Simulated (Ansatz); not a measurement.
Geometry optimisation, RKS B3LYP-D4/def2-SVP in Ansatz 0.2.0.

input.yaml

```yaml
crystal:
  periodic: [false, false, false]
  atoms:
    - { symbol: C, position_ang: [-2.1548, 0.5775, 1.3] }
    - { symbol: Si, position_ang: [-0.7085, 1.2173, 0.3876] }
    - { symbol: O, position_ang: [0.6269, 0.3261, 0.72] }
    - { symbol: C, position_ang: [0.9707, -0.9073, 0.0472] }
    - { symbol: Si, position_ang: [1.9894, -0.9077, -1.5013] }
    - { symbol: H, position_ang: [-2.0595, 0.6878, 2.3705] }
    - { symbol: H, position_ang: [-2.4052, -0.4137, 1.0332] }
    - { symbol: H, position_ang: [-3.0414, 1.2456, 1.0335] }
    - { symbol: H, position_ang: [-0.4332, 2.6519, 0.7803] }
    - { symbol: H, position_ang: [-0.9423, 1.1496, -1.0495] }
    - { symbol: H, position_ang: [1.3894, -1.5628, 0.8024] }
    - { symbol: H, position_ang: [-0.0321, -1.4141, -0.1642] }
    - { symbol: H, position_ang: [3.2832, -0.3167, -1.1967] }
    - { symbol: H, position_ang: [2.1354, -2.2758, -1.9737] }
    - { symbol: H, position_ang: [1.3603, -0.1084, -2.56] }
basis:
  gaussian: { orbitals: def2-SVP }
hamiltonian:
  xc: b3lyp
  dispersion: d4
relax:
  f_tol: 0.015
  max_steps: 40
```

Command:

```bash
$ ansatz run input.yaml --threads 2 --pin off --max-ram 3072MiB --backend cpu --events-out ev --progress --plain --runs-dir out
```

Where does it end, and by what steps?

It converged. After 31 steps the energy has fallen by 0.399 eV; H12 moved furthest, 1.34 Å.

```tsv
step	energy less start (eV)	largest force component (eV/Å)	accepted
0	0.0000	2.950	yes
2	-0.3640	0.302	yes
4	-0.3728	0.091	yes
6	-0.3746	0.033	yes
8	-0.3754	0.031	yes
10	-0.3759	0.018	yes
12	-0.3766	0.065	yes
14	-0.3775	0.077	yes
16	-0.3788	0.095	yes
18	-0.3810	0.164	yes
20	-0.3862	0.026	yes
22	-0.3888	0.192	no
24	-0.3937	0.102	yes
26	-0.3961	0.101	yes
28	-0.3980	0.065	yes
30	-0.3986	0.032	yes
31	-0.3988	0.013	yes
```

```xyz
15
Properties=species:S:1:pos:R:3
C -1.821 0.572 1.716
Si -1.094 1.302 0.146
O 0.371 0.588 -0.247
C 0.519 -0.774 -0.623
Si 2.315 -1.035 -1.190
H -1.124 0.684 2.562
H -2.048 -0.500 1.597
H -2.762 1.084 1.978
H -0.795 2.747 0.322
H -2.057 1.115 -0.986
H 0.287 -1.456 0.219
H -0.176 -1.047 -1.444
H 3.250 -0.705 -0.077
H 2.506 -2.465 -1.582
H 2.607 -0.161 -2.362
```

Time of the run: 89 s on 2 threads of Intel(R) Xeon(R) Platinum 8488C (Sapphire Rapids), with other jobs on the host, peak memory 0.33 GiB.
